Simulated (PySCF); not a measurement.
N-dimethylsilylethanamine (C4H13NSi), SMILES CCN[SiH](C)C. Geometry: PBE0-D3(BJ)/def2-SVP. Other conformers were not sampled.

Computed equilibrium geometry at PBE0-D3(BJ)/def2-SVP (PySCF confirms it by a frequency run) as Cartesian coordinates in Å (one conformer of several):
```xyz
19

C      2.4407    -0.6214     0.9522
C      1.5619     0.5942     0.6858
N      0.8183     0.5333    -0.5503
Si    -0.8428     0.0503    -0.7085
C     -1.9673     1.2490     0.2028
C     -1.1831    -1.6881    -0.0667
H      2.9931    -0.5196     1.9001
H      1.8370    -1.5410     1.0004
H      3.1813    -0.7524     0.1465
H      0.8451     0.7132     1.5173
H      2.1868     1.5073     0.7141
H      1.3991     0.5146    -1.3804
H     -1.1142     0.0979    -2.1809
H     -3.0258     0.9702     0.0790
H     -1.7511     1.2515     1.2835
H     -1.8316     2.2751    -0.1711
H     -0.9533    -1.7595     1.0092
H     -2.2419    -1.9636    -0.1988
H     -0.5666    -2.4333    -0.5929
```
